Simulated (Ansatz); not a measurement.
Frontier orbitals of CH$_{6}$AsGaO (`[GaH2][CH2]O[AsH2]`).

Total charge 0; spin multiplicity 1. Correlated methods include outer-core shells of As, Ga, which these sets cover unevenly. Scalar relativity is left out up to krypton. All single points use the PBE0-D4/def2-TZVP geometry. It is one conformer, not always the lowest. Basis def2-TZVPP, the Gaussian-basis code of Ansatz.

Orbital energies of one run (eV). Highest occupied ones, from the top: -7.23, -7.59, -8.28, -8.65, -10.25, -10.99, -12.24, -12.71, -13.26, -16.94, -19.01, -22.76, -22.77, -22.92. Empty: -1.50, -0.23, 0.59, 1.00, 1.70, 1.73.

Question: Which functional gave them?
A. PBE0
B. ωB97M-V
C. CAM-B3LYP
D. B97M-V

Answer: A. HOMO energies: PBE0 -7.23, ωB97M-V -9.41, B97M-V -6.39, CAM-B3LYP -8.55 eV.
